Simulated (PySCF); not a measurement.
1-fluoro-1-methylcyclopropane (C4H7F), SMILES CC1(F)CC1.

The structure is a stationary point at PBE-D3(BJ)/def2-SVP.

These are TDDFT-PBE/def2-SVPD run with PySCF 2.14.0 values and carry that method's errors.

Vertical excitations. Gas-phase values at a fixed geometry. State labels are in the subgroup Cs.

Computed lowest excited states:
```csv
state,symmetry,energy (eV),λ (nm),f,main pairs
S1,A",6.62,187,0.020,HOMO→LUMO 100 %
S2,A',7.34,169,0.017,HOMO−1→LUMO 99 %
S3,A",7.44,167,0.009,HOMO→LUMO+1 88 %
S4,A',7.44,167,0.003,HOMO→LUMO+2 98 %
S5,A",7.58,164,0.001,HOMO→LUMO+3 88 %
S6,A',8.13,153,0.005,HOMO−1→LUMO+1 99 %
S7,A",8.18,152,0.026,"HOMO−1→LUMO+2 51 %, HOMO→LUMO+4 48 %"
S8,A",8.21,151,0.036,"HOMO→LUMO+4 52 %, HOMO−1→LUMO+2 46 %"
S9,A',8.29,149,0.017,HOMO−1→LUMO+3 99 %
S10,A",8.58,145,0.018,HOMO→LUMO+6 97 %
T1,A",6.51,191,0,HOMO→LUMO 99 %
T2,A",7.16,173,0,HOMO→LUMO+1 96 %
T3,A',7.20,172,0,HOMO−1→LUMO 100 %
T4,A',7.27,171,0,HOMO→LUMO+2 99 %
```
Triplets are in the Tamm–Dancoff approximation, which puts them higher than full response would, so one can lie above its singlet here.
